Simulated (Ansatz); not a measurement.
Start from `C[Si](F)(F)I` and change one atom or group to get `C[Si](F)(F)CO`.

Ansatz, PBE0-D4/def2-TZVP geometries, multiplicity 1. Each molecule was computed in one conformer, which needn't be the lowest.

Elements past krypton have def2 core potentials.

```
                                                                                  property  `C[Si](F)(F)I`
                                                      HOMO–LUMO gap (PBE0/def2-TZVPP) / eV            7.93
                                                     HOMO–LUMO gap (B3LYP/def2-TZVPP) / eV            7.40
ideal-gas entropy at 298 K and 1 bar (rigid rotor, harmonic PBE0-D4/def2-TZVP) / J/(mol·K)             357
                                                         HOMO energy (PBE/def2-TZVPP) / eV           -6.89
                                            size of the dipole moment (PBE/def2-TZVPP) / D            2.10
                                                        HOMO energy (PBE0/def2-TZVPP) / eV           -8.06
```

Give the same properties after the change, and the shifts. (Estimate.)

The calculation gave: 
| property | `C[Si](F)(F)CO` | shift |
| --- | --- | --- |
| HOMO–LUMO gap (PBE0/def2-TZVPP) / eV | 8.35 | 0.42 |
| HOMO–LUMO gap (B3LYP/def2-TZVPP) / eV | 7.80 | 0.40 |
| ideal-gas entropy at 298 K and 1 bar (rigid rotor, harmonic PBE0-D4/def2-TZVP) / J/(mol·K) | 371 | 14 |
| HOMO energy (PBE/def2-TZVPP) / eV | -6.17 | 0.72 |
| size of the dipole moment (PBE/def2-TZVPP) / D | 0.79 | -1.31 |
| HOMO energy (PBE0/def2-TZVPP) / eV | -7.74 | 0.32 |

With PBE0 the HOMO rises by 0.32 eV and the LUMO rises by 0.74 eV, so the gap widens by about 0.42 eV. PBE moves the HOMO by 0.72 eV and ωB97M-V by 0.11 eV. The zero-point energy changes by 108.4 kJ/mol with +12 modes. Dipoles are sizes alone; their direction can turn.

B3LYP here is the variant with VWN-RPA as its local correlation; programs differ in this.

Spin–orbit coupling is left out; it splits and shifts lone-pair levels of the heavy atoms by tenths of an eV.
